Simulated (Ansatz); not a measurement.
`B[SiH](C)CF` + H₂ → `B[SiH2]CF` + CH₄ at 400 K and 1 bar (hydrogenolysis of the Si–C bond).

Computed with Ansatz on PBE0-D4/def2-TZVP structures; ΔE is electronic, products minus reactants. CCSD(T)/CBS adds triple-zeta CCSD(T) − MP2 to the extrapolated MP2 energy (def2 sets, frozen cores). This one scheme is used for every species. One conformer a species, not always the lowest.

```csv
species,CCSD(T)/CBS energy (Eh),H − E (kJ/mol),S (J/(mol·K))
`B[SiH](C)CF`,-494.54554,288.5,411.7
H₂,-1.17544,38.0,139.0
`B[SiH2]CF`,-455.26817,204.9,370.9
CH₄,-40.46206,131.3,197.2
```

H − E and S are ideal-gas, rigid-rotor, harmonic terms from PBE0-D4/def2-TZVP, for one conformer and one mirror image of each species. The MP2-based limit puts H₂ 0.8 mEh under its directly extrapolated value; such offsets cancel only in part. 1 Eh = 2625.50 kJ/mol, R = 8.31446 J/(mol·K).

Q: By hand: ΔE, ΔH, ΔS and ΔG.

A: ΔE = (-455.26817) + (-40.46206) − (-494.54554) − (-1.17544) = -0.00925 Eh = -24.3 kJ/mol. Δ(H − E) = 204.9 + 131.3 − 288.5 − 38.0 = 9.7, so ΔH = -14.6 kJ/mol. ΔS = 370.9 + 197.2 − 411.7 − 139.0 = 17.4 J/(mol·K). ΔG = -14.6 − 400 × (17.4)/1000 = -21.6 kJ/mol.

Q: By hand: the equilibrium constant, and the temperature at which ΔG would vanish if ΔH and ΔS stayed fixed.

A: log₁₀ K = −ΔG/(RT ln 10) = 2.8. ΔH and −TΔS have one sign here, so there is no such temperature.

TΔS isn't small against ΔH here. A doubt of 5 kJ/mol in ΔE shifts log₁₀ K by 0.7 here. Other conformers and mirror images would add mixing entropy, several J/(mol·K) or more a flexible species. Modes under 60 cm⁻¹, often nearly free rotors, make the harmonic entropy too high. These are equilibria of isolated gas molecules and say nothing of rates. Largest T1 diagnostic: 0.012 (customary marks: 0.02 for closed shells, 0.045 for open ones).
